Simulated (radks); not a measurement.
The numbers below are computed, except where a source is named.
Fractional charge and spin in the 5s shell of caesium: the spin-up occupation runs from 0 to 1 and the spin-down occupation from 0 to 1; the fullest corner is Cs2+, [Kr] 4d10 5p(up 2.5, down 2.5) 5s(up 1, down 1). Code: a radial shooting solver on a logarithmic mesh with Libxc functionals. Model: scalar-relativistic Kohn-Sham, r2SCAN, spin-polarised, spherical densities, finite nucleus; meta-GGA in the generalised Kohn-Sham scheme; Fermi nuclear charge, rms radius of each element as measured or else 0.836 A^(1/3) + 0.57 fm. Energy (eV) minus the two flat planes that join the four corners (they meet along the diagonal where the two added fractions sum to one electron); zero is where a piecewise linear energy would lie.

down \ up       0    0.25     0.5    0.75       1
0           0.000  -1.101  -1.468  -1.100   0.000
0.25       -1.101  -1.360  -0.892   0.302  -1.046
0.5        -1.468  -0.892   0.402  -0.852  -1.393
0.75       -1.100   0.302  -0.852  -1.299  -1.043
1           0.000  -1.046  -1.393  -1.043   0.000

Corners above the fullest one (they belong to Cs3+ and the next ion): (up 1, down 0) 48.943 eV, (up 0, down 1) 48.943 eV, (up 0, down 0) 110.94 eV. With half an added electron in each spin the energy lies 0.402 eV from the planes, and with half an added electron in spin up alone -1.468 eV. The planes are only a guide here: the flat-plane condition holds for ground states with one frontier orbital, while this shell lies below other occupied shells, so the corners above the fullest one are inner-hole states and not the ground states of those ions.
